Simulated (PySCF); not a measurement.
**Dipole moment and polarisability of `C=CN(C)C[SiH3]`**

Species: C₄H₁₁NSi.
Atom-mapped SMILES: `[CH2:1]=[CH:2][N:3]([CH3:4])[CH2:5][SiH3:6]` (hydrogens: H7, H8 on C1; H9 on C2; H10, H11, H12 on C4; H13, H14 on C5; H15, H16, H17 on Si6)

Cartesian coordinates in Å at the GFN2-xTB level; atoms count from 1:
```xyz
17
C4H11NSi angstrom
C      2.342    0.523    0.614
C      1.095    0.225    0.972
N      0.224   -0.627    0.339
C      0.584   -1.144   -0.955
C     -1.194   -0.434    0.566
Si    -1.980    0.999   -0.442
H      2.803    0.159   -0.286
H      2.950    1.144    1.245
H      0.692    0.634    1.891
H      0.629   -0.363   -1.725
H     -0.151   -1.890   -1.256
H      1.560   -1.626   -0.889
H     -1.339   -0.250    1.633
H     -1.699   -1.379    0.345
H     -1.940    0.682   -1.871
H     -1.215    2.217   -0.179
H     -3.369    1.144   -0.011
```

Level: PBE0/def2-SVPD (PySCF), static field, nuclei fixed, core orbitals frozen in the response. The polarisability tensor in these axes (au):

```
x   109.43   0.66   4.58
y     0.66  78.40   2.37
z     4.58   2.37  78.25
```

Diagonalise the tensor; give its mean and Δα, where Δα² is half the sum of the squared differences of the eigenvalues.

Principal values 75.70, 80.27 and 110.12 au; mean 88.69 au = 13.14 Å³ = 14.62 × 10⁻⁴⁰ C²·m²/J; Δα = 32.38 au (37 % of the mean).

What is the dipole moment, and where does it point?

(-1.14, -0.73, -0.24) D, 1.37 D in size, pointing from the negative to the positive side. Measured along this direction, the outermost atoms are H8 at the negative end and H17 and H14 at the positive end.

How large is μ²/3kT at 400 K beside α?

In Gaussian units μ²/3kT = 11.40 Å³ against 13.14 Å³, a ratio of 0.87; the Debye molar polarisation (4π/3)N_A(α + μ²/3kT) is 61.9 cm³/mol, leaving out the vibrational part.

What depolarisation ratio follows for Rayleigh scattering of linearly polarised light, taking the static tensor?

ρ = 3Δα²/(45ᾱ² + 4Δα²) = 3145.2/(353990 + 4193.5) = 0.00878.

Estimate the molar refractivity from the static electronic polarisability.

Lorentz–Lorenz: R = (4π/3)N_A α = 2.5225 cm³/(mol·Å³) × 13.14 Å³ = 33.2 cm³/mol, in the limit of long wavelengths.

Find the Langevin capture rate constant for NO+ (29.998 u) meeting this molecule (101.066 u), k = 2.342 × 10⁻⁹ cm³/s × √(α in Å³ / reduced mass in u).

The reduced mass is 23.13 u, so k = 1.77 × 10⁻⁹ cm³/s. The formula leaves out the permanent dipole, which adds to the capture rate.

What would n − 1 = 2πNα be for an ideal gas of these molecules at 500 K and 1 atm, electronic part alone?

N = p/kT = 1.4678 × 10¹⁹ cm⁻³, so n − 1 = 2π × N × 13.14 × 10⁻²⁴ cm³ = 1212 × 10⁻⁶ at long wavelengths.

Isolated species at its GFN2-xTB geometry (one conformer only).

The run behind these numbers computed excited states as well. Hardware: one thread of an Arm Neoverse N1, shared host with 32 logical CPUs at a one-minute load of 21. Cost: 45 s of wall time, 0.87 GiB resident at most.
